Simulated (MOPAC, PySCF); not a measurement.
H₁₂Ge₃Si₂, SMILES `[GeH2]([GeH2][SiH3])[GeH2][SiH3]` (Si–Ge–Ge–Ge torsion 175°, Ge–Ge–Ge–Si torsion 178°), neutral singlet in the gas phase. 

Cartesian coordinates (Å):
SMILES: [GeH2]([GeH2][GeH2][SiH3])[SiH3]
```xyz
17

Si     3.5847     0.1716    -0.0772
Ge     1.5299    -0.7441    -0.8550
Ge    -0.0394    -1.0344     0.9685
Ge    -2.2151    -1.7782     0.2038
Si    -3.6946    -2.1206     2.0364
H      4.5625     0.3409    -1.1949
H      4.1796    -0.7337     0.9521
H      3.3286     1.5049     0.5470
H      1.7702    -2.1110    -1.5229
H      0.9005     0.1818    -1.9131
H      0.5296    -2.0592     1.9691
H     -0.1983     0.2998     1.7235
H     -2.7895    -0.7191    -0.7558
H     -2.0449    -3.0826    -0.5974
H     -5.0428    -2.5677     1.5707
H     -3.1264    -3.1627     2.9441
H     -3.8465    -0.8472     2.8039
```
Charge 0, multiplicity 1.

All levels are single points at this geometry (r2SCAN-D4/def2-SVP); Pople sets use spherical d functions. Orbital energies aren't observables, and empty levels follow the basis.

```
level                                     HOMO (eV)  LUMO (eV)  gap (eV)  dipole (D)  vertical IE, Delta-SCF (eV)
----------------------------------------  ---------  ---------  --------  ----------  ---------------------------
r2SCAN-D4/def2-TZVP in PySCF                  -6.64      -1.25      5.39        0.03                         8.72
B3LYP/6-311+G** (LANL2DZ on Ge) in PySCF      -7.29      -0.80      6.49        0.07                            –
B3LYP/LANL2DZ in PySCF                        -7.30      -0.54      6.76        0.06                            –
BP86/6-31G* in PySCF                          -6.36      -1.35      5.00        0.06                            –
M06-2X/6-31G* in PySCF                        -8.14       0.21      8.35        0.07                            –
HF/6-31G* in PySCF                            -9.40       2.52     11.92        0.11                         8.43
AM1 in MOPAC                                 -10.25      -1.16      9.09        2.06                            –
PM6 in MOPAC                                  -9.18      -0.97      8.21        0.36                            –
PM7 in MOPAC                                  -9.79      -2.59      7.20        0.02                            –
```
